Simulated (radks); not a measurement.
Bi3+, 80 electrons, occupied as [Kr] 4d10 4f14 5s2 5p5.75 5d10 6s2 6p0.25 (fractional occupations, a model configuration). Calculated with a radial shooting solver on a logarithmic mesh with Libxc functionals: scalar-relativistic Kohn-Sham, LDA (Slater exchange, Perdew-Wang correlation), spin-polarised, spherical densities, finite nucleus; open shells are filled with parallel spins first (spin-orbit coupling, left out, can overturn this in heavy ions); Fermi nuclear charge, rms radius 5.5211 fm.

X-ray form factor f0, the Fourier transform of the density (f0(0) = 80):

sin(theta)/lambda (1/angstrom)  f0 (electrons)
0.05                                    79.238
0.1                                     77.100
0.15                                    73.956
0.2                                     70.248
0.25                                    66.351
0.3                                     62.517
0.4                                     55.516
0.5                                     49.595
0.6                                     44.645
0.8                                     36.839
1                                       30.755
1.25                                    24.756
1.5                                     20.378
2                                       15.436
